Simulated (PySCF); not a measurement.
**Energy profile**

The step: GaHCl₂ ([Cl][GaH][Cl]) + H₂O → GaHCl₂O ([OH][Ga]([Cl])[Cl]) + H₂; bonds formed: H2–H5; dative contacts that become bonds: Ga1–O6; bonds broken: Ga1–H2, H5–O6 (atoms numbered as in the saddle structure below).

Ga1  (0.134, -0.612, -0.263)
H2  (0.973, 0.931, -0.694)
Cl3  (-0.645, -1.587, -1.977)
Cl4  (1.223, -1.665, 1.235)
H5  (0.195, 1.212, -0.139)
O6  (-0.920, 0.822, 0.439)
H7  (-0.961, 0.900, 1.399)
(Å)

Electronic energies by CCSD(T) at an estimated basis limit (MP2 extrapolated from triple and quadruple zeta, plus CCSD(T) − MP2 in triple zeta), on PBE0-D4/def2-TZVP structures; GaH₃Cl₂O, singlet; no counterpoise correction. Program: PySCF 2.14 with density fitting (its default auxiliary sets; JK sets also for MP2 and CCSD(T)). Basis: def2-TZVPP and def2-QZVPP. Cores are frozen in the correlated methods. Filled d shells of the heavier atoms are correlated. The def2 sets are not built for correlating such inner shells, so the correlated values are less sure here. Extrapolation: Hartree–Fock as exp(−7.88 √X), correlation as X^−2.97.

Q: Give the profile in kJ/mol, counted from the separated reactants. (To be estimated.)

A: Computed:
```json
{"point": "separated: GaHCl₂ (linked as [Cl][GaH][Cl]; Ga1, H2, Cl3, Cl4; singlet) + H₂O (H5, O6, H7; singlet)", "kJ/mol": "0.0"}
{"point": "start structure", "kJ/mol": "-75.7"}
{"point": "saddle", "kJ/mol": "68.0"}
{"point": "end structure", "kJ/mol": "-35.0"}
{"point": "separated: GaHCl₂O (linked as [OH][Ga]([Cl])[Cl]; Ga1, Cl3, Cl4, O6, H7; singlet) + H₂ (H2, H5; singlet)", "kJ/mol": "-28.4"}
```

T1 diagnostic: at most 0.013.

The step is the kind of ligand exchange by which a precursor binds to a hydroxyl group, or is hydrolysed, in atomic layer deposition of oxides.

For scale, one of the runs: CCSD(T)/def2-TZVPP, 205 basis functions, launched by `OMP_NUM_THREADS=4 python run.py`. Hardware: 4 CPU threads of an Arm Neoverse N1, shared host. Wall time 19 min; peak host memory 3.3 GiB.
